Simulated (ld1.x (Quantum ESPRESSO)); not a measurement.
**What the settings do to the PAW potential of oxygen (O)**

Base potential:

| Item | Value |
| --- | --- |
| Element | O (Z = 8) |
| Generator | ld1.x (Quantum ESPRESSO) 7.5 |
| Type | PAW |
| Functional | LDA (PZ) |
| Relativity | scalar-relativistic |
| Frozen core | [He] |
| Valence charge | 6 |
| Reference configuration | 2s2 2p4 |
| Partial waves | 2s (bound): rcut 0.50, rcutus 0.65 bohr; 2s channel at -0.1 Ry: rcut 0.50, rcutus 0.65 bohr; 2p (bound): rcut 1.00, rcutus 1.10 bohr; 2p channel at 0.9 Ry: rcut 1.00, rcutus 1.10 bohr; 3d channel at -0.15 Ry: rcut 0.75, rcutus 1.00 bohr; 3d channel at 1.65 Ry: rcut 0.75, rcutus 1.00 bohr |
| Local potential | all-electron potential smoothed inside 0.55 bohr (lloc = -1) |
| Core correction | Bessel-smoothed model core, default radius (core density twice the valence density) |
| Augmentation charge | PSQ, inside the norm-conserving radii |

All-electron outer shells of the reference configuration (LDA (PZ), scalar-relativistic, ld1.x):

```
shell  level (eV)  outermost node (bohr)  outermost maximum (bohr)
   1s     -510.89                      –                      0.13
   2s      -23.75                   0.28                      0.88
   2p       -9.20                      –                      0.82
```

Cutoffs, loose and tight: the cutoffs (Ry, on a coarse ladder) from which the occupation-weighted sum of valence levels, in a spherical-Bessel basis at the reference potential, stays within 10 and 1 mRy of its value at 400 Ry. They do not see the model core or the augmentation charge, which bear on the density cutoff. Test errors are all-electron minus pseudo excitation energies from the reference, over the configurations 2s2 2p3; 2s2 2p2; 2s2 2p1; 2s1 2p4; 2s1 2p5; 2s2 2p0; 2s2 2p3.5 (two spin-polarised tests are not counted in the largest error). A dash means not determined; rows that change the core or the reference have their own tests.

Cutoffs are not given where the Bessel-basis levels miss the radial ones by over 6 mRy, ghosts where they miss by over 20 mRy; a channel whose overlap is not positive is not tested.

A file whose overlap is not positive is unfit for use, and its test errors describe a broken file.

| change | outcome | bound ghosts | largest test error (meV) |
| --- | --- | --- | --- |
| base | generated, overlap not positive | not determined (overlap not positive) | -24 |
| waves 2p (bound): rcut 0.72, rcutus 0.76 bohr; 2p channel at 0.9 Ry: rcut 0.72, rcutus 0.76 bohr | generated, overlap not positive | not determined (overlap not positive) | -23 |
| waves 2p (bound): rcut 0.82, rcutus 0.86 bohr; 2p channel at 0.9 Ry: rcut 0.82, rcutus 0.86 bohr | generated, overlap not positive | not determined (overlap not positive) | -22 |
| waves 2p (bound): rcut 0.96, rcutus 1.02 bohr; 2p channel at 0.9 Ry: rcut 0.96, rcutus 1.02 bohr | generated, overlap not positive | not determined (overlap not positive) | -25 |
| waves 2p (bound): rcut 1.00, rcutus 1.14 bohr; 2p channel at 0.9 Ry: rcut 1.00, rcutus 1.14 bohr | generated, overlap not positive | not determined (overlap not positive) | -23 |

What comes out with this change to the base: waves 2p (bound): rcut 1.00, rcutus 1.62 bohr; 2p channel at 0.9 Ry: rcut 1.00, rcutus 1.62 bohr?

outcome: generated, overlap not positive; bound ghosts: not determined (overlap not positive); largest test error (meV): -50. A file whose overlap is not positive is unfit for use, and its test errors describe a broken file.

What comes out with this change to the base: waves 2p (bound): rcut 1.00, rcutus 1.50 bohr; 2p channel at 0.9 Ry: rcut 1.00, rcutus 1.50 bohr?

outcome: generated, overlap not positive; bound ghosts: not determined (overlap not positive); largest test error (meV): -31. A file whose overlap is not positive is unfit for use, and its test errors describe a broken file.

What comes out with this change to the base: waves 2p (bound): rcut 1.00, rcutus 1.32 bohr; 2p channel at 0.9 Ry: rcut 1.00, rcutus 1.32 bohr?

outcome: generated, overlap not positive; bound ghosts: not determined (overlap not positive); largest test error (meV): -37. A file whose overlap is not positive is unfit for use, and its test errors describe a broken file.
